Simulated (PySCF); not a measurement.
CH4AlClO2 (SMILES C[O][Al]([OH])[Cl]), singlet, geometry from GFN2-xTB (such geometries of metal compounds can be far from the true shape), atoms displaced at random by about 0.08 Å a coordinate; B3LYP/6-31G, gradient by finite differences (PySCF).

Input for PySCF:
```python
from pyscf import gto, scf, dft

mol = gto.Mole()
mol.atom = '''
    Al    0.192026    0.460774    0.279731
    Cl   -0.261124   -0.902655    1.821717
    O     0.849498    1.925548    0.385401
    H     1.298248    2.682628    0.751772
    O     0.059636   -0.156607   -1.294612
    C    -0.403039   -0.458233   -2.608485
    H     0.347316   -1.414995   -2.941724
    H    -1.319273   -0.575423   -2.881705
    H     0.022027    0.286920   -3.372638
'''
mol.basis = '6-31g'
mol.charge = 0
mol.spin = 0
mol.verbose = 4
mol.build()

mf = dft.RKS(mol)
mf.xc = 'b3lyp'
mf.conv_tol = 1e-11
mf.kernel()
scan, done = mf.as_scanner(), []
scan.scf_summary = {}
def energy(d):
    c = mol.atom_coords()
    c[0, 2] += d
    e = scan(mol.set_geom_(c, unit='Bohr', inplace=False))
    done.append(scan.converged)
    return e
h = 0.2
fd = (energy(h) - energy(-h)) / (2 * h)
print('dE/dx =', fd)
```

Q: What does PySCF print? Leave out banner, timings and long lists.

A: 
```
PySCF version 2.14.0

[INPUT] verbose = 4
[INPUT] num. atoms = 9
[INPUT] num. electrons = 56
[INPUT] charge = 0
[INPUT] spin (= nelec alpha-beta = 2S) = 0
[INPUT] symmetry False subgroup None
[INPUT] Mole.unit = angstrom
[INPUT] Symbol           X                Y                Z      unit          X                Y                Z       unit  Magmom
[...]
nuclear repulsion = 268.412975461031
number of shells = 37
number of NR pGTOs = 174
number of NR cGTOs = 61
basis = 6-31g
ecp = {}

******** <class 'pyscf.dft.rks.RKS'> ********
method = RKS
initial guess = minao
damping factor = 0
level_shift factor = 0
DIIS = <class 'pyscf.scf.diis.CDIIS'>
diis_start_cycle = 1
diis_space = 8
diis_damp = 0
SCF conv_tol = 1e-11
SCF conv_tol_grad = None
SCF max_cycles = 50
direct_scf = True
direct_scf_tol = 1e-13
XC library pyscf.dft.libxc version 7.1.2
    S. Lehtola, C. Steigemann, M. J. T. Oliveira, and M. A. L. Marques,  SoftwareX 7, 1–5 (2018)
XC functionals = b3lyp
    P. J. Stephens, F. J. Devlin, C. F. Chabalowski, and M. J. Frisch,  J. Phys. Chem. 98, 11623 (1994)
radial grids:
    Treutler-Ahlrichs [JCP 102, 346 (1995); DOI:10.1063/1.469408] (M4) radial grids

becke partition: Becke, JCP 88, 2547 (1988); DOI:10.1063/1.454033
pruning grids: <function nwchem_prune>
grids dens level: 3
symmetrized grids: False
atomic radii adjust function: <function treutler_atomic_radii_adjust>
small_rho_cutoff = 0
Set gradient conv threshold to 3.16228e-06
Initial guess from minao.
tot grids = 119576
init E= -893.968710784955
[...]
cycle= 1 E= -893.365872345441  delta_E= 0.603  |g|= 1.09  |ddm|= 2.79
[...]
cycle= 2 E= -892.796471585302  delta_E= 0.569  |g|= 1.98  |ddm|= 2.49
[...]
cycle= 3 E= -893.597384199756  delta_E= -0.801  |g|= 0.179  |ddm|= 1.79
[...]
cycle= 4 E= -893.604829782591  delta_E= -0.00745  |g|= 0.084  |ddm|= 0.308
[...]
cycle= 5 E= -893.606334354762  delta_E= -0.0015  |g|= 0.0304  |ddm|= 0.0873
[...]
cycle= 6 E= -893.606538685339  delta_E= -0.000204  |g|= 0.00279  |ddm|= 0.0288
[...]
cycle= 7 E= -893.606540573122  delta_E= -1.89e-06  |g|= 0.000244  |ddm|= 0.00361
[...]
cycle= 8 E= -893.606540589427  delta_E= -1.63e-08  |g|= 7.26e-05  |ddm|= 0.00045
[...]
cycle= 9 E= -893.606540590842  delta_E= -1.41e-09  |g|= 3.3e-05  |ddm|= 0.00012
[...]
cycle= 10 E= -893.606540591164  delta_E= -3.22e-10  |g|= 3.55e-06  |ddm|= 3.67e-05
[...]
cycle= 11 E= -893.606540591164  delta_E= 4.55e-13  |g|= 4.96e-07  |ddm|= 7.55e-06
[...]
[...]
converged SCF energy = -893.606540591171
converged SCF energy = -893.592132859677
[...]
   7 H      0.347316000000  -1.414995000000  -2.941724000000 AA    0.656332118679  -2.673953017629  -5.559052694060 Bohr
   8 H     -1.319273000000  -0.575423000000  -2.881705000000 AA   -2.493064653533  -1.087391875776  -5.445633221790 Bohr
   9 H      0.022027000000   0.286920000000  -3.372638000000 AA    0.041624997346   0.542200219660  -6.373362137301 Bohr

******** <class 'pyscf.scf.hf.RKS_Scanner'> ********
method = RKS_Scanner
initial guess = minao
damping factor = 0
level_shift factor = 0
DIIS = <class 'pyscf.scf.diis.CDIIS'>
diis_start_cycle = 1
diis_space = 8
diis_damp = 0
SCF conv_tol = 1e-11
SCF conv_tol_grad = None
SCF max_cycles = 50
direct_scf = True
direct_scf_tol = 1e-13
XC library pyscf.dft.libxc version 7.1.2
    S. Lehtola, C. Steigemann, M. J. T. Oliveira, and M. A. L. Marques,  SoftwareX 7, 1–5 (2018)
XC functionals = b3lyp
    P. J. Stephens, F. J. Devlin, C. F. Chabalowski, and M. J. Frisch,  J. Phys. Chem. 98, 11623 (1994)
radial grids:
    Treutler-Ahlrichs [JCP 102, 346 (1995); DOI:10.1063/1.469408] (M4) radial grids

becke partition: Becke, JCP 88, 2547 (1988); DOI:10.1063/1.454033
pruning grids: <function nwchem_prune>
grids dens level: 3
symmetrized grids: False
atomic radii adjust function: <function treutler_atomic_radii_adjust>
small_rho_cutoff = 0
Set gradient conv threshold to 3.16228e-06
tot grids = 119576
init E= -893.62572156254
[...]
cycle= 1 E= -893.605481238782  delta_E= 0.0202  |g|= 0.054  |ddm|= 0.439
[...]
cycle= 2 E= -893.605494558826  delta_E= -1.33e-05  |g|= 0.0604  |ddm|= 0.177
[...]
cycle= 3 E= -893.606668992696  delta_E= -0.00117  |g|= 0.00549  |ddm|= 0.0886
[...]
cycle= 4 E= -893.606669313091  delta_E= -3.2e-07  |g|= 0.00536  |ddm|= 0.00781
[...]
cycle= 5 E= -893.606674941732  delta_E= -5.63e-06  |g|= 0.000365  |ddm|= 0.00444
[...]
cycle= 6 E= -893.606674971439  delta_E= -2.97e-08  |g|= 0.000173  |ddm|= 0.000627
[...]
cycle= 7 E= -893.606674979692  delta_E= -8.25e-09  |g|= 4.09e-05  |ddm|= 0.000197
[...]
cycle= 8 E= -893.606674980103  delta_E= -4.11e-10  |g|= 1.35e-05  |ddm|= 5.38e-05
[...]
cycle= 9 E= -893.606674980136  delta_E= -3.32e-11  |g|= 2.84e-06  |ddm|= 1.29e-05
[...]
cycle= 10 E= -893.606674980138  delta_E= -2.27e-12  |g|= 2.57e-07  |ddm|= 3.77e-06
[...]
Extra cycle  E= -893.606674980142  delta_E= -3.41e-12  |g|= 4.63e-07  |ddm|= 6.93e-07
converged SCF energy = -893.606674980142
dE/dx = 0.0363553011615636
```
